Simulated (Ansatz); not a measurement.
Ansatz (a first-principles code) input:

Ansatz 0.2 input:
```yaml
crystal:
  periodic: [false, false, false]
  atoms:
    - {symbol: C, position_ang: [2.32392547, -0.13072028, 0.28627980]}
    - {symbol: C, position_ang: [0.98496526, -0.32276563, 0.21932476]}
    - {symbol: C, position_ang: [0.06429421, 0.65095086, -0.23198067]}
    - {symbol: C, position_ang: [-1.33674077, 0.49584399, -0.31884094]}
    - {symbol: C, position_ang: [-2.06812010, -0.60432030, 0.00935337]}
    - {symbol: H, position_ang: [2.99016038, -0.90565843, 0.63863426]}
    - {symbol: H, position_ang: [2.77196921, 0.80948181, -0.01235026]}
    - {symbol: H, position_ang: [0.59193334, -1.28493173, 0.53164738]}
    - {symbol: H, position_ang: [0.47594588, 1.60623471, -0.53987106]}
    - {symbol: H, position_ang: [-1.88135917, 1.35824258, -0.69077543]}
    - {symbol: H, position_ang: [-3.14333062, -0.60644307, -0.10015546]}
    - {symbol: H, position_ang: [-1.61526338, -1.51085775, 0.38805268]}
basis:
  gaussian:
    orbitals: def2-TZVP
hamiltonian:
  xc: b3lyp
  dispersion: d3bj
magnetization: {spin_polarized: true, initial_magnetization: 1}
phonons: {temperatures: {t_min: 298.15, t_max: 298.15, t_step: 100}}
```

Q: What final total energy does it print?

A: -194.76517 Eh (B3LYP-D3(BJ)/def2-TZVP). The basis has 197 functions.

It need not be the lowest isomer of its formula.
